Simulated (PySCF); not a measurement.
Tl⁵²⁺: ionisation energy

Tl⁵²⁺ [Ar] 3d10 4s1 [4s1/2^1, M_J = 1/2] → Tl⁵³⁺ [Ar] 3d10, as a difference of total energies. Computed with PySCF 2.14 in an even-tempered Gaussian basis (16 s from 8 bohr⁻², ratio 2.8; 13 p from 10 bohr⁻², ratio 2.8; 8 d from 18 bohr⁻², ratio 2.8; 4 f from 41 bohr⁻², ratio 3), with the two-component X2C-1e Hamiltonian. Correlated levels: [Ne] frozen; the 72 highest virtual spinors dropped. "Screened" scales the spin-orbit matrix elements by Boettger's factors to mimic the two-electron term; Breit and QED terms are absent.

```csv
method,ionisation energy (eV)
GHF (spin-free),3146.7
GMP2 (spin-free),3148.0
GHF (screened spin-orbit),3146.1
GMP2 (screened spin-orbit),3147.4
```

Breit and QED terms and the two-electron picture change are absent.

For comparison: 3164.7 ± 1.9 eV (semi-empirical (NIST evaluation); NIST Atomic Spectra Database, ionization energies).
